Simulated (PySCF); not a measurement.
A GIAO shielding run with PySCF (density fitting, non-relativistic, gas phase) on `[SiH3]C[P@@+](N(C)C)(C)N`, [C$_{4}$H$_{16}$N$_{2}$PSi]+:

```
$ OMP_NUM_THREADS=1 python probes_run.py task.json out

{"job": {"kind": "nmr", "xc": "PBE0", "basis": "pcSseg-1"}, "charge": 1, "multiplicity": 1}
C      1.314878    -1.214478     1.137787
N      1.243916    -0.156081     0.137948
C      2.022137    -0.459449    -1.056011
P     -0.137825     0.739593     0.011088
C      0.282063     2.203552    -0.990157
N     -0.474530     1.133859     1.575334
C     -1.627862    -0.030568    -0.659165
Si    -2.287798    -1.574148     0.306507
H      2.327696    -1.242187     1.541565
H      1.089385    -2.192942     0.708890
H      0.618202    -1.012835     1.947280
H      3.063791    -0.593880    -0.762351
H      1.971598     0.362564    -1.765308
H      1.685092    -1.376437    -1.546825
H      1.255075     2.586689    -0.683951
H     -0.476427     2.965102    -0.808484
H      0.292473     1.980819    -2.054155
H     -1.371977     1.565002     1.750063
H      0.273971     1.586789     2.086175
H     -2.393888     0.744912    -0.691086
H     -1.405733    -0.301323    -1.692481
H     -2.308743    -1.220461     1.724460
H     -1.353506    -2.666181     0.039819
H     -3.613723    -1.808147    -0.249386
```

Hardware: 1 thread of an Arm Neoverse V2, shared host. The job also computes population analyses, field gradients.

Task: How large is the calculation?

Result: 82 electrons, 230 basis functions and 1230 auxiliary functions.

Task: How long does it take, and how much memory does it need?

Result: 40 s of wall time, with 12 SCF cycles and 4 response iterations; peak memory 1.1 GiB. Times on a shared host scatter by some tens of per cent.
